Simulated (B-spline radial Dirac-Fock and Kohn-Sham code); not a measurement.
How the settings move the core levels of Tb

ΔSCF core binding energies without Breit or QED terms, calculated with a B-spline atomic structure program. Keys: rel is the Hamiltonian (dirac, or spin-free x2c and nr, where L3 and M5 stand for the whole 2p and 3d shells), method is hf or an exchange,correlation pair (spin-unpolarised, also for the hole states), nuc the nuclear model, radius_factor scales its radius, rmax is the box in bohr, h the logarithmic mesh step, order the B-spline order, points the quadrature points per cell, c_factor scales the speed of light, and damp, ndamp, maxit and tol steer the iteration. The run stops when the commutator error falls below 10·tol·max(1, Z/10), or the numerical noise floor, and the energy has settled to about 1e-8 Ha; the virial ratio is −V/T.

Base input:

```json
{"items": [{"Z": 65, "q": 0, "cfg": [[1, 0, 2], [2, 0, 2], [2, 1, 6], [3, 0, 2], [3, 1, 6], [3, 2, 10], [4, 0, 2], [4, 1, 6], [4, 2, 10], [4, 3, 9], [5, 0, 2], [5, 1, 6], [6, 0, 2]], "A": 159, "rrms": 5.06, "do": "settings", "holes": ["K", "L3", "M5"],
  "settings": [{"rel": "dirac", "method": "hf", "nuc": "fermi", "radius_factor": 1.0, "rmax": 45.0, "h": 0.3, "order": 8, "points": 10, "c_factor": 1.0, "maxit": 60, "damp": 0.5, "ndamp": 3, "tol": 1e-08}]}]}
```

The ground state converged in 13 iterations, with total energy -11712.55250 Ha, virial ratio 1.91461 and highest orbital energy -5.05 eV. ΔSCF binding energies: K (1s) 52223.5 eV, L3 (2p3/2) 7534.1 eV, M5 (3d5/2) 1244.1 eV.

Changes from the base run:

```
                                      changed setting  Δ total energy (Ha)  Δ K (eV)  Δ L3 (eV)  Δ M5 (eV)  iterations
          rel = "nr"; radius_factor = 0.5; damp = 0.0           +486.25183  -3198.47     -15.92     +27.15          17
                                          tol = 1e-06              0.00000      0.00       0.00       0.00          11
                                          rmax = 80.0              0.00000      0.00       0.00       0.00          13
                                       c_factor = 5.0           +469.05853  -3087.38     -15.05     +26.12          13
               rel = "nr"; nuc = "gauss"; rmax = 80.0           +486.25183  -3198.47     -15.92     +27.15          13
                                           damp = 0.0              0.00000      0.00       0.00       0.00          17
                                           rel = "nr"           +486.25183  -3198.47     -15.92     +27.15          13
                                                                   0.00000      0.00       0.00       0.00          13
              rel = "nr"; nuc = "sphere"; rmax = 60.0                    ?         ?          ?          ?           ?
                                         tol = 0.0001              0.00000      0.00       0.00       0.00          11
                                            order = 5             +0.00521      0.00      +0.01      +0.01          13
                                              h = 0.5             +0.28540     +1.08      +1.06      +0.89          13
                                     c_factor = 100.0           +486.44935  -3201.01     -15.92     +27.14          11
rel = "nr"; method = "pw91,pw91"; radius_factor = 1.2           +481.68050  -3172.09     -47.59     +19.38          11
```

Question: What does the change rel = "nr"; nuc = "sphere"; rmax = 60.0 do?

Answer: The total energy moves by +486.25183 Ha and the binding energies by K -3198.47 eV, L3 -15.92 eV, M5 +27.15 eV; the run takes 13 iterations.
